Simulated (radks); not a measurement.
The numbers below are computed, except where a source is named.
Species: Os2.5+. Configuration: [Xe] 4f14 5d4 6s1.5 (fractional occupations, a model configuration).

Level of theory: scalar-relativistic Kohn-Sham, r2SCAN, spin-unpolarised, spherical densities, finite nucleus; meta-GGA in the generalised Kohn-Sham scheme; Fermi nuclear charge, rms radius 5.4126 fm (a radial shooting solver on a logarithmic mesh with Libxc functionals).

Energy parts (eV):
| part | energy |
|---|---|
| total | -469421.52 |
| kinetic | 520125.38 |
| electron-nucleus | -1161119.22 |
| Hartree | 180761.54 |
| exchange-correlation | -9189.23 |

Orbitals (lengths in bohr, moments of r in powers of bohr; <r^-3> diverges for s and p1/2; r(90%) holds 90 % of the orbital's charge):
| orbital | occ. | eigenvalue (eV) | <r^-3> | r(90%) |
|---|---|---|---|---|
| 1s | 2 | -73972.16 | - | 0.0323 |
| 2s | 2 | -12934.81 | - | 0.116 |
| 2p | 6 | -11265.51 | 21900 | 0.110 |
| 3s | 2 | -3043.343 | - | 0.284 |
| 3p | 6 | -2550.903 | 4950 | 0.291 |
| 3d | 10 | -1999.456 | 625.5 | 0.273 |
| 4s | 2 | -671.7109 | - | 0.619 |
| 4p | 6 | -509.4886 | 1160 | 0.666 |
| 4d | 10 | -306.9465 | 127.0 | 0.731 |
| 5s | 2 | -122.7740 | - | 1.44 |
| 4f | 14 | -82.2721 | 22.94 | 0.905 |
| 5p | 6 | -80.9637 | 183.4 | 1.67 |
| 5d | 4 | -32.7119 | 11.82 | 2.41 |
| 6s | 1.5 | -27.5307 | - | 3.52 |

The highest occupied level is 6s at -27.531 eV. Summed over all electrons, <r^2> = 43.82 bohr^2, which gives a Langevin (diamagnetic) susceptibility term of -34.7 x 10^-6 cm^3/mol. The density falls to 0.001 e/bohr^3 at r = 3.86 bohr.
